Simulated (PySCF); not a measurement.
UHF on Hf- (hafnium, charge -1), [Xe] 4f14 5d3 6s2, high-spin 4F determinant. All numbers are calculated (PySCF 2.14, scalar relativity through the core potential, in aug-cc-pVDZ-PP with ECP60MDF (5s5p4d2f, 54 functions)).

```
cycle= 1 E= -47.9047459009723  delta_E= -0.00209  |g|= 0.0107  |ddm|= 0.0393
cycle= 2 E= -47.9048039089143  delta_E= -5.8e-05  |g|= 0.00197  |ddm|= 0.00763
cycle= 3 E= -47.9048068225443  delta_E= -2.91e-06  |g|= 0.000284  |ddm|= 0.00843
cycle= 4 E= -47.9048072441473  delta_E= -4.22e-07  |g|= 0.000198  |ddm|= 0.00291
cycle= 5 E= -47.9048075874836  delta_E= -3.43e-07  |g|= 7.71e-05  |ddm|= 0.00525
cycle= 6 E= -47.9048076933416  delta_E= -1.06e-07  |g|= 3.63e-05  |ddm|= 0.0039
cycle= 7 E= -47.9048077142026  delta_E= -2.09e-08  |g|= 4.33e-06  |ddm|= 0.00229
cycle= 8 E= -47.9048077143357  delta_E= -1.33e-10  |g|= 6.62e-07  |ddm|= 0.000128
converged SCF energy = -47.9048077143357  <S^2> = 4.0434627  2S+1 = 4.1441345
```

Highest occupied orbital energy: 0.037 eV; ⟨L²⟩ = 12.02; populations by l: s 4.00, p 6.00, d 3.00, f 0.00.

(1) Can this result be used?

Answers

(1) With care. The run converged. Energies and moments cover only the electrons outside the core potential. Spin-orbit coupling, absent here, splits the open shell strongly. ⟨S²⟩ = 4.04 against 3.75 shows spin contamination. The configuration of this anion was assumed by filling the next shell in order. It is not the known or likely ground configuration (Ca⁻, Sr⁻ and Ba⁻, for instance, bind a p electron), so these values are not the electron affinity of the element. At UHF the highest occupied level has a positive energy, so only the finite basis holds that electron.
